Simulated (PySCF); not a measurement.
**Computed structure and properties of [Eu(NH2)4]−**

System: [Eu(NH2)4]− (singlet in the valence; each metal's 4f electrons, 6 of them, lie in its core potential, out of spins and levels); start: displaced along the imaginary mode (S4). Method: PySCF 2.14.0, RKS PBE0, Eu lcecp-1-SVP with ECP52, N def2-SVP, H def2-SVP; non-relativistic Hamiltonian with scalar-relativistic core potentials where named; density fitting; no spin-orbit coupling.

Input of the relaxation:

```python
mol = gto.M(atom='''
Eu    -0.00000     0.00000     0.00000
N      1.15598     1.40416     1.40442
H      1.77791     1.11022     2.19996
H      1.34361     2.42207     1.22001
N     -1.15598    -1.40442     1.40416
H     -1.34361    -1.22001     2.42207
H     -1.77791    -2.19996     1.11022
N      1.15598    -1.40416    -1.40442
H      1.34361    -2.42207    -1.22001
H      1.77791    -1.11022    -2.19996
N     -1.15598     1.40442    -1.40416
H     -1.77791     2.19996    -1.11022
H     -1.34361     1.22001    -2.42207''',
    basis={'Eu': 'lcecp-1-SVP', 'N': 'def2-SVP', 'H': 'def2-SVP'},
    ecp={'Eu': 'lcecp-1-SVP'},
    charge=-1, spin=0)
mf = dft.RKS(mol, xc='PBE0')
mf.grids.atom_grid = (50, 194)  # f atoms: unpruned, at least (60, 302)
mf = mf.density_fit()  # fitting sets: Eu AutoAux, N def2-universal-JKFIT, H def2-universal-JKFIT
mf.conv_tol = 1e-08; mf.max_cycle = 55
mf.kernel(dm0)  # dm0: converged density of the start geometry
# quasi-Newton relaxation in Cartesian coordinates to a largest gradient under 0.00045 Eh/bohr, steps kept in the point group
```

Run from Python with OMP_NUM_THREADS=2; the lines above give its settings. Where DIIS fails, smearing, a level shift and second-order steps follow.
It took 2.8 min on 2 threads of Arm Neoverse V2, on a shared host, from the converged density of the start.

Course of the relaxation:

```json
{"step": "0", "energy above end (eV)": "0.2502", "largest force component within the symmetry (eV/Å)": "1.192"}
{"step": "1", "energy above end (eV)": "0.0781", "largest force component within the symmetry (eV/Å)": "0.080"}
{"step": "2", "energy above end (eV)": "0.0752", "largest force component within the symmetry (eV/Å)": "0.043"}
{"step": "3", "energy above end (eV)": "0.0703", "largest force component within the symmetry (eV/Å)": "0.203"}
{"step": "4", "energy above end (eV)": "0.0662", "largest force component within the symmetry (eV/Å)": "0.125"}
{"step": "5", "energy above end (eV)": "0.0518", "largest force component within the symmetry (eV/Å)": "0.249"}
{"step": "6", "energy above end (eV)": "0.0382", "largest force component within the symmetry (eV/Å)": "0.229"}
{"step": "7", "energy above end (eV)": "0.0312", "largest force component within the symmetry (eV/Å)": "0.096"}
{"step": "18", "energy above end (eV)": "0.0012", "largest force component within the symmetry (eV/Å)": "0.043"}
{"step": "19", "energy above end (eV)": "0.0013", "largest force component within the symmetry (eV/Å)": "0.120"}
{"step": "20", "energy above end (eV)": "0.0001", "largest force component within the symmetry (eV/Å)": "0.041"}
{"step": "21", "energy above end (eV)": "0.0002", "largest force component within the symmetry (eV/Å)": "0.066"}
{"step": "22", "energy above end (eV)": "0.0000", "largest force component within the symmetry (eV/Å)": "0.014"}
{"step": "23", "energy above end (eV)": "0.0000", "largest force component within the symmetry (eV/Å)": "0.006"}
```
(The steps between are left out.)

Relaxed geometry (S4):

```xyz
13

Eu    0.0000    0.0000    0.0000
N     1.3733    1.3498    1.2435
H     2.2376    1.0296    1.6844
H     1.3327    2.3526    1.4266
N    -1.3733   -1.2435    1.3498
H    -1.3327   -1.4267    2.3527
H    -2.2376   -1.6843    1.0295
N     1.3733   -1.3498   -1.2435
H     1.3327   -2.3526   -1.4266
H     2.2376   -1.0296   -1.6844
N    -1.3733    1.2435   -1.3498
H    -2.2376    1.6843   -1.0295
H    -1.3327    1.4267   -2.3527
```

```
      contact      Å
 Eu1–N2 (NH2)  2.292
 Eu1–N5 (NH2)  2.292
 Eu1–N8 (NH2)  2.292
Eu1–N11 (NH2)  2.292
```

On the finer grid (75, 302):

```
HOMO                                                          : -1.14 eV
LUMO                                                          : 3.82 eV
Dipole about the centre of mass                               : 0.00 D
Set of Mulliken populations of Eu1 outside the core potential : s 2.27, p 6.49, d 1.52, f 0.07
D3(BJ) dispersion energy (not in the energies)                : -0.201 eV
```

```csv
atom,Mulliken (e),Löwdin (e),spin (e)
Eu1,0.65,0.18,0.00
N2,-0.55,-0.37,0.00
H3,0.07,0.04,0.00
H4,0.07,0.04,0.00
N5,-0.55,-0.37,0.00
H6,0.07,0.04,0.00
H7,0.07,0.04,0.00
N8,-0.55,-0.37,0.00
H9,0.07,0.04,0.00
H10,0.07,0.04,0.00
N11,-0.55,-0.37,0.00
H12,0.07,0.04,0.00
H13,0.07,0.04,0.00
```

The 4f levels lie in the core potential and are missing. Their spin isn't counted.

On the grid (50, 194), as all that follows. Harmonic modes: a minimum; lowest 87 cm⁻¹ (negative: unstable), highest 3602 cm⁻¹, zero-point energy 2.499 eV.

Taking off one NH2 (charge -1, singlet; the rest: singlet) in vacuum, both parts rigid, costs 5.16 eV; the small basis without counterpoise inflates it.

Rigid scan of NH2 along the line from its metal:

| distance to N2 (Å) | energy (eV) |
| --- | --- |
| 1.99 | 0.740 |
| 2.09 | 0.286 |
| 2.19 | 0.063 |
| 2.29 | 0.000 |
| 2.39 | 0.047 |
| 2.49 | 0.168 |
| 2.69 | 0.532 |
| 2.99 | 1.176 |

One start shape was tried, so this needn't be the lowest isomer.

An lcecp potential fixes the number of 4f electrons, so in runs with it no electron can move into or out of that shell.
